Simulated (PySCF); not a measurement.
Löwdin shares of the frontier orbitals

SiHMe2(OSiMe3), C5H16OSi2.
Structure used (PBE0-D3(BJ)/def2-SVP), in Å, numbered top down from 1:
```xyz
24
C5H16OSi2 angstrom
Si     1.0293    1.4187   -0.2404
H      1.2046    1.7056    1.2239
C      2.6983    1.4150   -1.0808
H      3.2067    2.3842   -0.9567
H      2.5874    1.2208   -2.1592
H      3.3454    0.6307   -0.6591
C     -0.1069    2.7094   -0.9819
H      0.2961    3.7247   -0.8389
H     -1.1017    2.6703   -0.5111
H     -0.2352    2.5402   -2.0627
O      0.3472   -0.0864   -0.4213
Si    -0.6567   -1.1606    0.3741
C      0.3555   -2.0991    1.6420
C     -1.3527   -2.3213   -0.9170
C     -2.0313   -0.1978    1.2158
H     -0.2595   -2.8386    2.1792
H      0.7844   -1.4103    2.3871
H      1.1868   -2.6346    1.1573
H     -0.5431   -2.8539   -1.4397
H     -2.0166   -3.0726   -0.4605
H     -1.9332   -1.7657   -1.6699
H     -1.6202    0.5245    1.9394
H     -2.6272    0.3628    0.4780
H     -2.7151   -0.8664    1.7625
```

Theory: TDDFT B3LYP/def2-SVPD, vertical, gas phase, core orbitals frozen in the response in PySCF.

Kohn–Sham orbitals with the atoms that hold most of them (Löwdin shares over 4%, at most four atoms; ? is withheld):

```csv
orbital,ε (eV),atoms
HOMO-3,-8.48,"Si1 17%, H2 15%, C14 14%, C7 11%"
HOMO-2,-8.42,"C3 18%, C15 14%, Si1 12%, C7 11%"
HOMO-1,-7.79,?
HOMO,?,?
LUMO,0.19,"Si12 12%, C15 8%, Si1 8%, C14 8%"
LUMO+1,0.66,"Si1 13%, C3 13%, C7 11%, H4 8%"
LUMO+2,0.84,"C3 10%, C7 9%, O11 8%, Si1 7%"
```

Q: Which atoms hold the HOMO, and with what shares?

A: O11 (bonded to 2 Si) 30%; C13 (bonded to Si and 3 H) 15%; C7 (bonded to Si and 3 H) 12%; Si12 (bonded to 3 C and O) 9%. By element: oxygen 30%, carbon 26% or more, silicon 9% or more.

Q: Which atoms hold the HOMO-1, and with what shares?

A: O11 (bonded to 2 Si) 26%; C14 (bonded to Si and 3 H) 14%; C15 (bonded to Si and 3 H) 12%; Si12 (bonded to 3 C and O) 11%. By element: carbon 26% or more, oxygen 26%, silicon 11% or more.

Q: What is the HOMO energy, and the HOMO–LUMO gap?

A: ε(HOMO) = -7.61 eV; the gap is 7.80 eV (0.2866 hartree).

Q: The HOMO–LUMO gap is 7.80 eV. Where does the response calculation put the lowest singlet, and from which orbitals?

A: S1 is at 7.01 eV (f = 0.051), 0.79 eV below the gap, made of HOMO→LUMO (98%). 

Q: One configuration dominates each of S1, S2, S3 and S5. Which, and how do the shares of the two leading atoms of either orbital change from the occupied to the empty one?

A: 
- S1 (7.01 eV, f 0.051), HOMO→LUMO (98%): O11 30% → at most 8%, C13 15% → at most 8%, Si12 9% → 12%, C15 at most 10% → 8%
- S2 (7.19 eV, f 0.032), HOMO-1→LUMO (97%): O11 26% → at most 8%, C14 14% → 8%, Si12 11% → 12%, C15 12% → 8%
- S3 (7.48 eV, f 0.0066), HOMO→LUMO+1 (87%): O11 30% → at most 9%, C13 15% → at most 9%, Si1 at most 10% → 13%, C3 at most 10% → 13%
- S5 (7.72 eV, f 0.057), HOMO-1→LUMO+1 (74%): O11 26% → at most 9%, C14 14% → at most 9%, Si1 at most 11% → 13%, C3 at most 11% → 13%

Löwdin shares depend on the basis, the more so with diffuse functions.

Hardware: 2 threads, Intel Xeon 6975P-C (x86_64), no GPU, shared host with 192 logical CPUs at a one-minute load of 27. Cost: 43 s wall, 98 s CPU (with the writing of density and orbital grids), 1.9 GiB resident at most.

One conformer stands for the species.

Without π bonds the low states may be Rydberg-like; a valence basis with one diffuse set may place them up to an eV too high.
